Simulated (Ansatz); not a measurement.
Program: Ansatz. Geometries: PBE0-D4/def2-TZVP. ΔE: electronic, gas phase. CBS: MP2 limit from def2 TZ/QZ plus the TZ coupled-cluster correction, frozen cores. This one scheme is used for every species. Functionals use def2-TZVPP. One conformer a species, not always the lowest.

`C[Si](N)(O)F` + H–F → `N[Si](O)(F)F` + CH₄  (ligand exchange at the Si–C bond)

```json
{"level": "PBE-D4", "ΔE (kJ/mol)": "-144.4"}
{"level": "RPA@PBE/def2-TZVPP", "ΔE (kJ/mol)": "-155.8"}
```

(1) What does CCSD(T)/CBS give? (Estimate.)

Largest T1 diagnostic among the species: 0.011.

## Answers

(1) The calculation gave: -154.3 kJ/mol. The listed levels differ from it by 9.9, -1.5 kJ/mol.

From BLYP to BHLYP (50 % exact exchange), in def2-TZVPP and without D4, ΔE moves by −7.5 kJ/mol. In def2-TZVPP, CCSD(T) changes the Hartree–Fock value by +24.3 kJ/mol (the triples alone add +3.0 kJ/mol) and MP2 by +25.6 kJ/mol. Leaving LDA and LC-ωPBE aside and taking each functional with its dispersion term where it has one, the values, not all of them listed here, spread over 25.7 kJ/mol, from B97M-V to revPBE-D4.
